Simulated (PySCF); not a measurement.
A structure optimised at PBE-D3(BJ)/def2-SVP, used in a PySCF frequency run:

```xyz
5

V      0.0000     0.0000    -0.0360
O      0.0000     0.0000    -1.6001
F      1.4125     0.8155     0.5048
F      0.0000    -1.6310     0.5048
F     -1.4125     0.8155     0.5048
```
Charge 0, spin multiplicity 1.

### Question
Write its SMILES, formula and point group.

### Answer
[O]=[V]([F])([F])[F], F₃OV, C3v

### Question
What are its rotational constants (standard atomic weights)?

### Answer
3.8478, 3.8478, 3.3334 GHz
